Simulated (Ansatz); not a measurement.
`[CH3][V]([CH3])(=[O])[F]` at its PBE0-D4/def2-TZVP geometry, where that method's forces vanish. The species carries charge 0 and has multiplicity 1.

```xyz
11

C     0.9060   -0.8673    1.0911
V    -0.4641    0.4459    0.4704
C    -0.4708    0.4611   -1.5263
O    -1.8338   -0.1572    0.8848
F    -0.1648    2.0255    1.1147
H     1.8917   -0.4865    0.8073
H     0.8398   -0.9783    2.1760
H     0.7110   -1.8325    0.6169
H    -1.2968    1.0802   -1.8839
H    -0.6040   -0.5620   -1.8869
H     0.4857    0.8711   -1.8641
```

Q: What forces (eV/Å) does PBE-D4/def2-TZVPP give on these atoms in Ansatz 0.2.0? (Best estimate.)

A: Ansatz gave: 
```
C1   0.069 -0.029  0.092
V2   1.176  0.171 -0.532
C3  -0.029  0.066 -0.094
O4  -1.397 -0.562  0.449
F5   0.059  0.537  0.242
H6   0.185  0.080 -0.050
H7   0.012 -0.055  0.214
H8  -0.054 -0.195 -0.087
H9  -0.158  0.109 -0.109
H10 -0.042 -0.206 -0.065
H11  0.180  0.084 -0.059
```
